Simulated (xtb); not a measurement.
CH₈FNOSi₂, SMILES F[Si@@H]([Si@H](C)N)O. All values are semi-empirical tight-binding results from xtb (GFN2-xTB unless named), good for trends rather than for accurate numbers. Geometry optimised at GFN2-xTB. The structure was generated by enumeration; whether it is a known compound was not checked. One conformer was computed; it need not be the lowest.

Computed properties:
- orbital gap: 4.84 eV
- dipole moment: 0.66 D
- zero-point energy: 59.8 kcal/mol
- G − E(el) at 298.15 K (modified RRHO): 37.4 kcal/mol
- static polarisability (D4 model): 86.5 bohr³
- solvation energy, GFN2-xTB/ALPB(water): -6.6 kcal/mol
- solvation energy, GFN2-xTB/ALPB(dmf): -9.6 kcal/mol
